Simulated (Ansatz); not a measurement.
Ga12Sb12H32, a nanocrystal cut from zinc blende GaSb (hydrogen-capped). The state is a singlet with charge 0. Geometry PBE-D4/def2-SVP.

```xyz
56

Ga    1.382    4.565   -2.216
Ga    5.091   -1.569   -1.896
Ga    3.146   -2.527    2.602
Ga   -0.846    4.281    1.807
Ga    0.012    0.318    4.401
Ga    1.893    1.190    0.588
Ga   -0.155    0.488   -3.366
Ga    0.538   -2.673   -0.545
Ga   -2.189    0.353    0.660
Ga   -3.137    3.636   -2.139
Ga   -1.804   -3.544    2.689
Ga   -4.127   -3.460   -1.731
Sb    4.093    0.746   -0.893
Sb    1.352    3.770    0.403
Sb   -0.685    3.088   -3.089
Sb    2.206   -0.010    2.926
Sb    2.771   -2.987   -2.004
Sb    0.781   -3.635    1.884
Sb   -0.532    2.937    4.130
Sb   -2.711    2.937    0.473
Sb   -1.923   -0.858    2.997
Sb    0.007   -0.102   -0.729
Sb   -1.442   -3.854   -1.923
Sb   -4.087   -0.931   -0.746
H     1.019    6.101   -2.183
H     2.745    3.979   -2.773
H     5.538   -1.301   -3.383
H     5.928   -2.225   -0.736
H     3.654   -3.090    3.982
H     3.989   -2.498    1.258
H    -1.151    5.797    2.126
H     0.128   -0.116    5.914
H     1.315    0.205   -3.897
H    -1.409   -0.354   -3.856
H    -3.408    5.192   -2.108
H    -4.175    2.556   -2.655
H    -2.002   -4.251    4.082
H    -2.635   -3.861    1.375
H    -4.603   -4.383   -0.548
H    -4.691   -3.399   -3.201
H     5.389    1.540   -0.091
H     3.936    1.885   -2.165
H     2.617    4.503    1.314
H    -0.831    3.666   -4.706
H     3.394    0.921    3.754
H     3.170   -4.657   -1.911
H     2.222   -3.022   -3.631
H     1.113   -5.287    1.518
H     0.612    3.787    5.094
H    -1.887    3.272    5.134
H    -4.132    3.121    1.429
H    -3.354   -0.466    3.872
H    -0.979   -3.693   -3.568
H    -1.151   -5.546   -1.817
H    -4.436    0.169   -2.014
H    -5.562   -0.706    0.107
```

In the def2 sets Sb takes a core potential; there is no spin–orbit coupling. Single mean-field runs in def2-SVP are fitted with def2-universal-jkfit.

(1) Estimate the orbital energies around the gap (eV) in Ansatz with PBE-D4/def2-SVP, r2SCAN-D4/def2-SVP, PBE0-D4/def2-SVP.

## Answers

(1) 
```tsv
orbital	PBE-D4/def2-SVP	r2SCAN-D4/def2-SVP	PBE0-D4/def2-SVP
HOMO−5	-6.09	-6.35	-7.00
HOMO−4	-5.99	-6.24	-6.88
HOMO−3	-5.93	-6.18	-6.84
HOMO−2	-5.89	-6.15	-6.82
HOMO−1	-5.87	-6.12	-6.77
HOMO	-5.69	-5.93	-6.56
LUMO	-2.69	-2.58	-2.06
LUMO+1	-2.58	-2.48	-1.95
LUMO+2	-2.48	-2.36	-1.82
LUMO+3	-2.37	-2.27	-1.72
LUMO+4	-2.25	-2.15	-1.62
LUMO+5	-2.23	-2.14	-1.59
```
